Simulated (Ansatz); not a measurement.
Geometry optimisation, RKS B3LYP/6-31G (Ansatz).

input.yaml

```yaml
crystal:
  periodic: [false, false, false]
  atoms:
    - { symbol: C, position_ang: [-1.5668, -0.5349, 1.1316] }
    - { symbol: Al, position_ang: [0.1504, -0.0479, 0.3246] }
    - { symbol: "N", position_ang: [1.7174, -0.2914, 1.3312] }
    - { symbol: Si, position_ang: [0.3522, 0.7944, -1.8824] }
    - { symbol: F, position_ang: [-0.5904, 2.2166, -2.0033] }
    - { symbol: H, position_ang: [-2.1077, -1.2571, 0.5059] }
    - { symbol: H, position_ang: [-1.4455, -0.8615, 2.1584] }
    - { symbol: H, position_ang: [-1.25977, 0.54206, 0.13755] }
    - { symbol: H, position_ang: [1.8263, -1.298, 1.5895] }
    - { symbol: H, position_ang: [2.5515, -0.047, 0.7422] }
    - { symbol: H, position_ang: [-0.3029, -0.2049, -2.784] }
    - { symbol: H, position_ang: [1.704, 1.04, -2.211] }
basis:
  gaussian: { orbitals: "6-31G" }
hamiltonian:
  xc: b3lyp
relax:
  f_tol: 0.02
  max_steps: 50
```

Command:

```bash
$ ansatz run input.yaml --threads 1 --pin off --max-ram 2048MiB --backend cpu --events-out ev --progress --plain --runs-dir out
```

Problem. Where does it end, and by what steps?

Solution. It converged. Limits of this set-up: no polarisation functions. After 15 steps the energy has fallen by 4.674 eV; H8 moved furthest, 1.34 Å. Parted: Al2–H8 (1.54 → 2.58 Å). Joined: C1–H8 (1.50 → 1.10 Å).

```json
{"step": "0", "energy less start (eV)": "0.0000", "largest force component (eV/Å)": "4.431", "accepted": "yes"}
{"step": "1", "energy less start (eV)": "-1.9674", "largest force component (eV/Å)": "2.961", "accepted": "yes"}
{"step": "2", "energy less start (eV)": "-3.1824", "largest force component (eV/Å)": "2.037", "accepted": "yes"}
{"step": "3", "energy less start (eV)": "-3.8514", "largest force component (eV/Å)": "1.683", "accepted": "yes"}
{"step": "4", "energy less start (eV)": "-4.2496", "largest force component (eV/Å)": "1.080", "accepted": "yes"}
{"step": "5", "energy less start (eV)": "-4.5207", "largest force component (eV/Å)": "0.572", "accepted": "yes"}
{"step": "6", "energy less start (eV)": "-4.6230", "largest force component (eV/Å)": "0.492", "accepted": "yes"}
{"step": "7", "energy less start (eV)": "-4.6415", "largest force component (eV/Å)": "0.339", "accepted": "yes"}
{"step": "8", "energy less start (eV)": "-4.6616", "largest force component (eV/Å)": "0.102", "accepted": "yes"}
{"step": "9", "energy less start (eV)": "-4.6669", "largest force component (eV/Å)": "0.139", "accepted": "yes"}
{"step": "10", "energy less start (eV)": "-4.6689", "largest force component (eV/Å)": "0.224", "accepted": "yes"}
{"step": "11", "energy less start (eV)": "-4.6734", "largest force component (eV/Å)": "0.030", "accepted": "yes"}
{"step": "12", "energy less start (eV)": "-4.6738", "largest force component (eV/Å)": "0.040", "accepted": "yes"}
{"step": "13", "energy less start (eV)": "-4.6739", "largest force component (eV/Å)": "0.070", "accepted": "yes"}
{"step": "14", "energy less start (eV)": "-4.6738", "largest force component (eV/Å)": "0.029", "accepted": "no"}
{"step": "15", "energy less start (eV)": "-4.6741", "largest force component (eV/Å)": "0.009", "accepted": "yes"}
```

```xyz
12
Properties=species:S:1:pos:R:3
C -1.527 -0.483 1.107
Al 0.201 -0.116 0.224
N 1.747 -0.520 1.051
Si 0.447 0.811 -2.057
F -0.531 2.226 -2.198
H -2.087 -1.258 0.568
H -1.387 -0.825 2.140
H -2.157 0.416 1.128
H 1.799 -0.934 1.975
H 2.672 -0.355 0.673
H -0.005 -0.126 -3.155
H 1.858 1.215 -2.416
```

Whether the end is a true minimum wasn't checked by a vibrational analysis.

Time of the run: 96 s on 1 thread of Intel(R) Xeon(R) Processor @ 2.70GHz (shared host), peak memory 0.2 GiB.
